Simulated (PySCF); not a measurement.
Run times: niobium in x2c-TZVPall-2c with one added diffuse shell each of s, p, d type

Measured wall times of calculations with PySCF 2.14 in x2c-TZVPall-2c with one added diffuse shell each of s, p, d type (9s10p8d1f, 86 functions), with two-component X2C-1e, run from one Python driver. Hardware: 1 thread of Neoverse-V2 on a shared host, 1.3 GiB allowed. The two-electron integrals over 86 functions were computed once and kept in memory (2.3 CPU seconds with the set-up); the times below exclude them.

Launch command (the driver calls PySCF for each step listed in the task file):

```bash
OMP_NUM_THREADS=1 python sorun2.py TASK.json OUT
```

```tsv
species	step	iterations	wall time (s)
Nb [Kr] 4d4 5s1	GHF, spin-free	9	2.4
Nb [Kr] 4d4 5s1	GMP2 (13 electrons), spin-free		0.72
Nb [Kr] 4d4 5s1	GHF, screened spin-orbit	13	3.2
Nb [Kr] 4d4 5s1	GMP2 (13 electrons), screened spin-orbit		0.54
Nb [Kr] 4d3 5s2	GHF, spin-free	11	2.8
Nb [Kr] 4d3 5s2	GMP2 (13 electrons), spin-free		0.53
Nb [Kr] 4d3 5s2	GHF, screened spin-orbit	16	3.8
Nb [Kr] 4d3 5s2	GMP2 (13 electrons), screened spin-orbit		0.54
```

Peak memory of the process: 0.3 GiB. Times on a shared host vary from run to run.
